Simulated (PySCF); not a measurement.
CH8FNSi2, SMILES CN([SiH3])[SiH2]F. Coordinates come from a PBE-D3(BJ)/def2-SVP optimisation. This is a generated structure with no PubChem entry under its InChIKey; it may be hypothetical. The values are those of a single conformer.

Question: Give the equilibrium geometry at PBE-D3(BJ)/def2-SVP (PySCF confirms it by a frequency run) as Cartesian coordinates in Å. (Estimate from the structure and the level; the computed values follow.)

Answer: This is not unique; one that fits is 
```xyz
13

Si     1.7210    -0.7243     0.3591
N      0.2474     0.2472     0.4290
C      0.4048     1.6509     0.8370
Si    -1.2950    -0.3017    -0.1499
F     -1.5774     0.1161    -1.7153
H      2.3903    -0.7170     1.7093
H      1.3366    -2.1210    -0.0309
H      2.7077    -0.1712    -0.6379
H     -0.5813     2.1058     1.0669
H      0.8847     2.2741     0.0493
H      1.0252     1.7330     1.7564
H     -2.3650     0.3746     0.6537
H     -1.3265    -1.7951    -0.0831
```
